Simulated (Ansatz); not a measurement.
Start from `C=CCC1BC1` and change one atom or group to get `NCC1BC1`.

Ansatz, PBE0-D4/def2-TZVP geometries, multiplicity 1. Each molecule was computed in one conformer, which needn't be the lowest.

```tsv
property	`C=CCC1BC1`
HOMO–LUMO gap (PBE0/def2-TZVPP) / eV	5.87
size of the dipole moment (PBE/def2-TZVPP) / D	0.54
HOMO energy (ωB97M-V/def2-TZVPP) / eV	-9.37
HOMO energy (PBE/def2-TZVPP) / eV	-5.86
HOMO–LUMO gap (ωB97M-V/def2-TZVPP) / eV	10.12
HOMO–LUMO gap (PBE/def2-TZVPP) / eV	3.59
```

Question: Give the same properties after the change, and the shifts. (An estimate is asked.)

Answer: Computed: 
```json
{"property": "HOMO–LUMO gap (PBE0/def2-TZVPP) / eV", "`NCC1BC1`": "5.61", "shift": "-0.26"}
{"property": "size of the dipole moment (PBE/def2-TZVPP) / D", "`NCC1BC1`": "1.36", "shift": "0.82"}
{"property": "HOMO energy (ωB97M-V/def2-TZVPP) / eV", "`NCC1BC1`": "-9.24", "shift": "0.13"}
{"property": "HOMO energy (PBE/def2-TZVPP) / eV", "`NCC1BC1`": "-5.40", "shift": "0.46"}
{"property": "HOMO–LUMO gap (ωB97M-V/def2-TZVPP) / eV", "`NCC1BC1`": "9.96", "shift": "-0.16"}
{"property": "HOMO–LUMO gap (PBE/def2-TZVPP) / eV", "`NCC1BC1`": "3.15", "shift": "-0.44"}
```

Dipoles are sizes alone; their direction can turn.
